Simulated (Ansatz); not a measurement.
CH$_{5}$ClFNOZr (`C[NH][Zr]([OH])([F])[Cl]`). Total charge 0; spin multiplicity 1. Zr takes the def2 core potential. The geometry is a stationary point of PBE0-D4/def2-TZVP. It is one conformer, not always the lowest.

```xyz
11

C     1.530    0.708    0.420
N     0.087    0.840    0.440
Zr   -1.349   -0.409   -0.196
O    -0.513   -1.595   -1.438
F    -2.768    0.657   -0.907
Cl   -2.195   -1.619    1.667
H     2.009    1.533   -0.120
H     1.811   -0.219   -0.085
H     1.953    0.673    1.431
H    -0.198    1.712    0.873
H    -0.367   -2.279   -2.085
```

Question: What is the dipole moment at r2SCAN/def2-TZVPP? (Estimate.)

Answer: Computed: 3.33 D, with components (2.88, 0.37, -1.63) D in this frame, pointing from negative to positive charge.

Question: And with PBE, B3LYP, ωB97M-V? (Best estimate.)

Answer: The calculation gave: PBE 3.28 D, B3LYP 3.29 D, ωB97M-V 3.24 D.

Question: Give the Mulliken charges with r2SCAN, B3LYP, PBE in def2-TZVPP. (Best estimate.)

Answer: The calculation gave: 
```
atom  r2SCAN  B3LYP    PBE
  C1   -0.03  -0.17  -0.18
  N2   -0.50  -0.47  -0.42
 Zr3    1.31   1.31   1.14
  O4   -0.53  -0.51  -0.47
  F5   -0.40  -0.40  -0.35
 Cl6   -0.36  -0.36  -0.33
  H7    0.06   0.10   0.10
  H8    0.04   0.09   0.09
  H9    0.06   0.11   0.10
 H10    0.14   0.12   0.13
 H11    0.20   0.19   0.19
```

B3LYP here is the variant with VWN-RPA as its local correlation; programs differ in this.
